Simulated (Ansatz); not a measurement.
The molecule GaNi, multiplicity 2 (lowest of 2S+1 = 2, 4 at PBE0/def2-TZVPP; our sources give no spin for the ground state, which may be another). No spin–orbit coupling. Ni is treated without relativity. Ga is treated without relativity.

The constants come from a fifth-degree fit in 1/R (seven points, main isotopes). Runs in def2 and cc sets follow the lowest solution found near the PBE0 minimum.

Run with Ansatz (Gaussian basis) for Hartree–Fock, density functionals and correlated methods. Values without a source in brackets are computed.

Problem. What bond length and harmonic frequency does r2SCAN/def2-TZVPP give?

Solution. r_e = 2.344 Å, ω_e = 243 cm⁻¹.

Problem. What bond length and harmonic frequency does B3LYP/def2-TZVPP give?

Solution. r_e = 2.403 Å, ω_e = 220 cm⁻¹.

Problem. What bond length and harmonic frequency does wB97M-V/def2-TZVPP give?

Solution. r_e = 2.396 Å, ω_e = 226 cm⁻¹.

Ansatz is an electronic-structure program.
